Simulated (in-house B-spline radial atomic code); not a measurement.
Configurations of the fluorine ion F⁺, with energies counted from [He] 2s2 2p4. Computed with a B-spline radial code for spherical atoms: Dirac-Hartree-Fock, average of configuration, Fermi nucleus of rms radius 2.8976 fm. Energies include first-order Breit, QED and recoil terms.

Occupations are held fixed; configurations that lie above the ionisation limit could autoionise.

```json
{"configuration": "[He] 2s2 2p3 3s1", "E - E(ref) (eV)": "24.065", "highest orbital": "3s1/2", "its <r> (bohr)": "3.351"}
{"configuration": "[He] 2s2 2p3 4s1", "E - E(ref) (eV)": "30.902", "highest orbital": "4s1/2", "its <r> (bohr)": "7.287"}
{"configuration": "[He] 2s2 2p3 5f1", "E - E(ref) (eV)": "34.369", "highest orbital": "5f7/2", "its <r> (bohr)": "15.74"}
{"configuration": "[He] 2s2 2p3 5g1", "E - E(ref) (eV)": "34.369", "highest orbital": "5g9/2", "its <r> (bohr)": "13.75"}
{"configuration": "[He] 2s2 2p3 6d1", "E - E(ref) (eV)": "35.012", "highest orbital": "6d5/2", "its <r> (bohr)": "25.06"}
{"configuration": "[He] 2s2 2p3 6g1", "E - E(ref) (eV)": "35.035", "highest orbital": "6g9/2", "its <r> (bohr)": "22"}
{"configuration": "[He] 2s1 2p4 3d1", "E - E(ref) (eV)": "51.765", "highest orbital": "3d3/2", "its <r> (bohr)": "5.041"}
{"configuration": "[He] 2s1 2p4 4f1", "E - E(ref) (eV)": "54.543", "highest orbital": "4f7/2", "its <r> (bohr)": "8.995"}
{"configuration": "[He] 2s1 2p4 5g1", "E - E(ref) (eV)": "55.768", "highest orbital": "5g9/2", "its <r> (bohr)": "13.75"}
{"configuration": "[He] 2s1 2p4 6g1", "E - E(ref) (eV)": "56.433", "highest orbital": "6g9/2", "its <r> (bohr)": "22"}
```

Q: Order these further configurations by energy, lowest first.
A. [He] 2s2 2p3 4f1
B. [He] 2s1 2p4 6d1
C. [He] 2s2 2p3 5d1
D. [He] 2s1 2p4 5f1
E. [He] 2s1 2p4 6f1

A: A (33.144 eV), C (34.332 eV), D (55.768 eV), B (56.409 eV), E (56.433 eV).

Q: How far above the reference does [He] 2s1 2p4 4d1 lie?

A: 54.471 eV; its least bound orbital is 4d3/2 with <r> = 10.19 bohr.

Q: How far above the reference does [He] 2s2 2p3 3d1 lie?

A: 30.379 eV; its least bound orbital is 3d5/2 with <r> = 5.059 bohr.

Q: How far above the reference does [He] 2s2 2p3 4d1 lie?

A: 33.078 eV; its least bound orbital is 4d5/2 with <r> = 10.22 bohr.
